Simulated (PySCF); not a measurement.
# How the method moves the HOMO and LUMO of `C1#[N+][AlH2-][O]C=C1`

Compound: C₃H₄AlNO.
Z-matrix (Å and degrees, PBE0-D3(BJ)/def2-SVP geometry), rows numbered from 1:
```
C 
N   1  1.1727
Al  2  2.0688  1  103.15
O   3  1.8651  2   93.90  1     0.32
C   4  1.2792  3  131.34  2    -0.54
C   5  1.3870  4  124.46  3     0.44
H   3  1.5828  2  106.57  1  -111.68
H   3  1.5826  2  106.68  1   112.34
H   5  1.1011  4  116.67  3  -179.55
H   6  1.0858  1  126.34  2   179.85
```

Basis pcSseg-2 throughout (PySCF), one geometry. Isolated species at its PBE0-D3(BJ)/def2-SVP geometry, gas phase.

Question: How do the orbital energies, the gap and the dipole change with the method?

Answer: 
| method | kind | HOMO (eV) | LUMO (eV) | gap (eV) | μ (D) | SCF cycles |
| --- | --- | --- | --- | --- | --- | --- |
| BLYP | GGA | -6.08 | -2.56 | 3.53 | 3.75 | 17 |
| OPBE | GGA | -6.17 | -2.56 | 3.61 | 3.67 | 18 |
| B97-D | GGA | -6.20 | -2.59 | 3.61 | 3.80 | 18 |
| PBE | GGA | -6.20 | -2.68 | 3.53 | 3.71 | 18 |
| KT2 | GGA | -6.22 | -2.66 | 3.56 | 3.68 | 18 |
| KT3 | GGA | -6.25 | -2.64 | 3.61 | 3.66 | 18 |
| BP86 | GGA | -6.30 | -2.76 | 3.54 | 3.75 | 17 |
| LDA | LDA | -6.32 | -2.91 | 3.41 | 3.75 | 16 |
| B97-2 | global hybrid | -7.10 | -1.71 | 5.39 | 3.87 | 15 |
| B3LYP | global hybrid | -7.14 | -1.91 | 5.23 | 3.87 | 15 |
| PBE0 | global hybrid | -7.33 | -1.66 | 5.67 | 3.86 | 15 |
| mPW1PW91 | global hybrid | -7.36 | -1.67 | 5.68 | 3.87 | 15 |
| BHandHLYP | global hybrid | -8.36 | -0.55 | 7.81 | 4.04 | 13 |
| CAM-B3LYP | range-separated hybrid | -8.61 | -0.52 | 8.09 | 3.93 | 14 |
| wB97X-D | range-separated hybrid | -9.13 | 0.18 | 9.31 | 3.91 | 14 |
| LC-wPBE | range-separated hybrid | -9.89 | 0.68 | 10.57 | 3.92 | 16 |
| HF | Hartree–Fock | -9.91 | 2.04 | 11.95 | 4.33 | 13 |

The HOMO spans 3.82 eV, from BLYP down to HF, and the gap runs from 3.41 eV (LDA) to 11.95 eV (HF). Over the methods BLYP (0 %), OPBE (0 %), B97-D (0 %), PBE (0 %), KT2 (0 %), KT3 (0 %), BP86 (0 %), LDA (0 %), B97-2 (21 %), B3LYP (20 %), PBE0 (25 %), mPW1PW91 (25 %), BHandHLYP (50 %), HF (100 %), a straight line through the gap against the share of exact exchange rises by 0.84 eV for each 10 % (correlation coefficient 1.000). The dipole ranges from 3.66 D (KT3) to 4.33 D (HF). This basis has no diffuse functions.
